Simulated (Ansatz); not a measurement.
Reaction (ligand exchange at the Si–C bond): `F[SiH](Cl)C[SiH3]` + `OB(S)Cl` → `[SiH3]OB(S)Cl` + `C[SiH](F)Cl`

Isolated molecules relaxed with PBE0-D4/def2-TZVP in Ansatz; ΔE leaves out vibrations. CCSD(T)/CBS adds triple-zeta CCSD(T) − MP2 to the extrapolated MP2 energy (def2 sets, frozen cores). DFT in def2-TZVPP. Each species was taken in one conformer, which may not be the lowest.

`F[SiH](Cl)C[SiH3]`:

Z-matrix (Å, degrees):
```
Si
Cl 1 2.045
C 1 1.842 2 111.0
F 1 1.594 2 107.3 3 119.5
H 1 1.477 2 107.8 3 -124.7
Si 3 1.881 1 115.1 2 174.0
H 3 1.096 1 107.6 2 -64.6
H 3 1.095 1 108.9 2 51.1
H 6 1.484 3 110.2 1 -67.8
H 6 1.486 3 109.9 1 171.8
H 6 1.487 3 109.8 1 52.3
```

`OB(S)Cl`:

Cartesian coordinates in Å:
```
O -0.811 0.309 -0.749
B 0.164 -0.289 -0.035
S 0.850 0.476 1.443
Cl 0.815 -1.861 -0.523
H -1.089 -0.204 -1.514
H 0.071 1.569 1.378
```

`[SiH3]OB(S)Cl`:

Cartesian coordinates in Å:
```
Si -0.270 -1.606 0.272
O 0.492 -0.352 -0.494
B 0.482 0.988 -0.487
S -0.599 1.911 0.638
Cl 1.551 1.839 -1.606
H -1.157 -2.271 -0.710
H 0.779 -2.540 0.741
H -1.061 -1.097 1.420
H -0.217 3.129 0.227
```

`C[SiH](F)Cl`:

Z-matrix (Å, degrees):
```
C
Si 1 1.843
H 1 1.093 2 110.3
H 1 1.092 2 110.4 3 119.9
H 1 1.092 2 110.5 3 -120.1
F 2 1.594 1 109.4 3 60.6
Cl 2 2.046 1 110.3 3 178.7
H 2 1.477 1 114.2 3 -59.8
```

CCSD(T)/CBS gives -82.4 kJ/mol.

**Question.** Another level gave -73.2 kJ/mol. Which?
A. HF/def2-TZVPP
B. PBE0/def2-TZVPP
C. B2PLYP/def2-TZVPP
D. CCSD(T)/def2-TZVPP

**Answer.** B. PBE0 -73.2, CCSD(T)/def2-TZVPP -81.1, B2PLYP -86.5, HF/def2-TZVPP -100.8 kJ/mol.

Largest T1 diagnostic among the species: 0.012.

From PBE to PBE0 (25 % exact exchange), in def2-TZVPP and without D4, ΔE moves by −3.7 kJ/mol. In def2-TZVPP, CCSD(T) changes the Hartree–Fock value by +19.7 kJ/mol (the triples alone add +2.5 kJ/mol) and MP2 by +18.2 kJ/mol.
